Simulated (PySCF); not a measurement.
C3H9ClSi (SMILES C[Si](C)(C)Cl), singlet, geometry from GFN2-xTB. Base run: M062X/def2-SVP in PySCF.

The PySCF input:
```python
from pyscf import gto, scf, dft

mol = gto.M(
    atom='''
C    -0.749786    1.596724   -0.367297
Si    0.169352    0.115071    0.399601
C     1.634702   -0.411308   -0.697683
C    -1.021455   -1.344569    0.682118
Cl    0.909135    0.694425    2.215661
H    -1.167217    1.342949   -1.336705
H    -1.567859    1.925730    0.267133
H    -0.085296    2.444611   -0.507256
H     2.175572   -1.246087   -0.260960
H     1.299491   -0.716841   -1.683894
H     2.342599    0.402248   -0.828328
H    -1.449671   -1.691182   -0.253232
H    -1.842562   -1.063858    1.335576
H    -0.512381   -2.186409    1.142728
''',
    basis='def2-svp',
    charge=0,
    spin=0,
    verbose=4,
)

mf = dft.RKS(mol)
mf.xc = 'm062x'
mf.kernel()
```

The base run was repeated with changes; each row names its change, and settings that it needs were set with it.

```json
[
 {"change": "base", "ΔE vs base (mEh)": "0.000", "fitting functions": "-", "dipole (D)": "1.88"},
 {"change": "auxbasis = even-tempered beta=2.0", "ΔE vs base (mEh)": "0.016", "fitting functions": "908", "dipole (D)": "1.88"},
 {"change": "auxbasis = default (with mf = mf.density_fit())", "ΔE vs base (mEh)": "-0.027", "fitting functions": "643", "dipole (D)": "1.88"},
 {"change": "auxbasis = even-tempered beta=1.6", "ΔE vs base (mEh)": "0.019", "fitting functions": "1363", "dipole (D)": "1.88"},
 {"change": "only_dfj = on; auxbasis = def2-universal-jfit", "ΔE vs base (mEh)": "(withheld)", "fitting functions": "348", "dipole (D)": "1.88"},
 {"change": "auxbasis = cc-pvdz-jkfit", "ΔE vs base (mEh)": "-0.059", "fitting functions": "641", "dipole (D)": "1.88"},
 {"change": "auxbasis = def2-universal-jfit", "ΔE vs base (mEh)": "(withheld)", "fitting functions": "348", "dipole (D)": "(withheld)"},
 {"change": "auxbasis = def2-svp-ri", "ΔE vs base (mEh)": "-315.4", "fitting functions": "394", "dipole (D)": "1.88"},
 {"change": "auxbasis = cc-pvtz-ri", "ΔE vs base (mEh)": "(withheld)", "fitting functions": "(withheld)", "dipole (D)": "1.88"},
 {"change": "auxbasis = cc-pvqz-jkfit", "ΔE vs base (mEh)": "-0.032", "fitting functions": "1073", "dipole (D)": "1.88"}
]
```

**Question.** Complete the blanks.

**Answer.** 
- only_dfj = on; auxbasis = def2-universal-jfit, ΔE vs base (mEh): -0.403
- auxbasis = def2-universal-jfit, ΔE vs base (mEh): 1959.2
- auxbasis = def2-universal-jfit, dipole (D): 1.85
- auxbasis = cc-pvtz-ri, ΔE vs base (mEh): -9.185
- auxbasis = cc-pvtz-ri, fitting functions: 757

A fitting set is made for a task (jfit for Coulomb, jkfit for Coulomb and exchange, ri for correlation) and for a family of orbital bases.
